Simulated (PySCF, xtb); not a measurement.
C5H6Se, SMILES C=CC1=C[Se]C1.

xtb with GFN2-xTB at its own geometry gives an orbital gap of 2.67 eV and a dipole moment of 1.98 D.

Coordinates come from a B3LYP-D3(BJ)/def2-SVP optimisation. This is a generated structure with no PubChem entry under its InChIKey; it may be hypothetical. The values are those of a single conformer.

Question: What does PBE/def2-TZVP (PySCF) give? (An estimate is asked for; the answer gives what the named calculation found.)

Answer: gap 2.98 eV (levels -4.89 and -1.90 eV), dipole 0.78 D.
